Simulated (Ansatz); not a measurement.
`N[SiH2][SiH2]F` + `NC[TeH]` → `NC([TeH])[SiH2]F` + `N[SiH3]`  (formal exchange of groups at the Si–Si bond)

Computed with Ansatz on PBE0-D4/def2-TZVP structures; ΔE is electronic, products minus reactants. CCSD(T)/CBS adds triple-zeta CCSD(T) − MP2 to the extrapolated MP2 energy (def2 sets, frozen cores). This one scheme is used for every species. DFT in def2-TZVPP. B3LYP here is the variant with VWN-RPA as its local correlation; programs differ in this. def2 core potentials past Kr. For Te outer-core shells are correlated without core-valence functions, which leaves a few kJ/mol of doubt a bond. Each species was taken in one conformer, which may not be the lowest.

```json
{"species": "`N[SiH2][SiH2]F`", "B3LYP energy (Eh)": "-737.40694"}
{"species": "`NC[TeH]`", "B3LYP energy (Eh)": "-364.00505"}
{"species": "`NC([TeH])[SiH2]F`", "B3LYP energy (Eh)": "-754.08887"}
{"species": "`N[SiH3]`", "B3LYP energy (Eh)": "-347.33119"}
```

Q: Work out ΔE.

A: ΔE = (-754.08887) + (-347.33119) − (-737.40694) − (-364.00505) = -0.00807 Eh = -5.1 kcal/mol. CCSD(T)/CBS gives -7.0 kcal/mol.

Largest T1 diagnostic among the species: 0.012.

The D4 term adds −1.6 kcal/mol with B3LYP and −0.8 kcal/mol with PBE0; it sums over pairs of atoms, weighted by their polarisabilities, and B3LYP, whose exchange is more repulsive, gets the larger term. In def2-TZVPP, CCSD(T) changes the Hartree–Fock value by −3.6 kcal/mol (the triples alone add −1.1 kcal/mol) and MP2 by −6.0 kcal/mol.
